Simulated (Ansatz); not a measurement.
Calculated with Ansatz (gas phase, PBE0-D4/def2-TZVP geometries, no zero-point term in ΔE). CCSD(T)/CBS is the MP2 limit (def2-TZVPP, def2-QZVPP) plus CCSD(T) − MP2 in def2-TZVPP, frozen cores. This one scheme is used for every species, atoms too. Functionals use def2-TZVPP. HSE06 is defined as in plane-wave codes. No spin–orbit coupling; open shells (•) take unrestricted orbitals. Spin–orbit coupling would lower the free atoms: a little for C, S, Si. Each species was taken in one conformer, which may not be the lowest.

Reaction (atomization): `CS[SiH](C)S` → 2 C• + 8 H• + 2 S• + Si•

Q: What is ΔE at CCSD(T)/CBS? (An estimate is asked.)

A: Ansatz gave: +47.29 eV.

Q: What do these levels give: PBE0-D4, r2SCANh-D4, HSE06-D4, B2PLYP, PBE, MP2/def2-QZVPP? (Best estimate.)

A: Ansatz gave: PBE0-D4 47.36, r2SCANh-D4 47.26, HSE06-D4 47.38, B2PLYP 46.54, PBE 47.43, MP2/def2-QZVPP 47.13 eV.

Q: What do rigid-rotor, harmonic-oscillator terms from PBE0-D4/def2-TZVP frequencies (298.15 K, 1 bar) make of the CCSD(T)/CBS value? (Best estimate.)

A: Computed: ΔZPE = -2.59 eV, ΔH = +45.27 eV, ΔS = 1355 J/(mol·K), ΔG = +41.08 eV. Open shells count their whole term as degenerate.

Largest T1 diagnostic among the species: 0.012.

From PBE to PBE0 (25 % exact exchange), in def2-TZVPP and without D4, ΔE moves by −0.39 eV: exact exchange takes away binding that semilocal exchange gives to molecules. The D4 term adds +0.59 eV with B3LYP and +0.32 eV with PBE0; it sums over pairs of atoms, weighted by their polarisabilities, and B3LYP, whose exchange is more repulsive, gets the larger term.

B3LYP here is the variant with VWN-RPA as its local correlation; programs differ in this.

For atomizations the MP2-based limit and the directly extrapolated one differ by several kJ/mol either way, and by 10 to 25 for some Ge, Se and Sn compounds, so smaller differences from it don't rank the levels.
